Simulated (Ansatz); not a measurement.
The same path of CH7BN2 (11 atoms, charge 0, multiplicity 1) was run twice with different band settings. The coordinate that changes most is the dihedral H6–C1–B2–N3.

The calculation used RKS PBE0-D4/def2-SVP in Ansatz.

Relaxed end points:

```xyz
11
Properties=species:S:1:pos:R:3
C -0.696 1.171 -0.163
B 0.108 -0.185 0.034
N 0.091 -0.843 1.290
N 0.843 -0.723 -1.054
H -1.394 1.098 -1.014
H -1.283 1.462 0.722
H -0.008 2.003 -0.390
H 0.582 -1.703 1.488
H -0.427 -0.483 2.077
H 0.868 -0.278 -1.959
H 1.383 -1.575 -1.009
```

```xyz
11
Properties=species:S:1:pos:R:3
C -0.721 1.154 -0.175
B 0.128 -0.172 0.040
N -0.302 -1.133 0.991
N 1.293 -0.395 -0.737
H -1.186 1.507 0.760
H -0.121 1.983 -0.580
H -1.541 0.968 -0.890
H 0.163 -2.014 1.159
H -1.128 -0.999 1.555
H 1.618 0.271 -1.421
H 1.864 -1.227 -0.681
```

Common settings: movable images 5; spring 5.0 eV/Å²; start path IDPP; force threshold 0.05 eV/Å; iteration limit 60; end points relaxed.

| run | climbing image | optimiser |
| --- | --- | --- |
| 1 | yes | quadratic models (default) |
| 2 | from the first iteration | lbfgs |

Task: What does each run give, and how far can it be trusted?

Result: Run 1: converged after 6 iterations, highest image 0.000 eV above the first end. The highest image is an end point: on this band no image between the ends rises above it.
Run 2: converged after 19 iterations, highest image 0.000 eV above the first end. The top lies less than 8 meV above the higher end, about what the thresholds resolve: that end is a shoulder or a very shallow well. The order of the stationary point at the top wasn't checked.
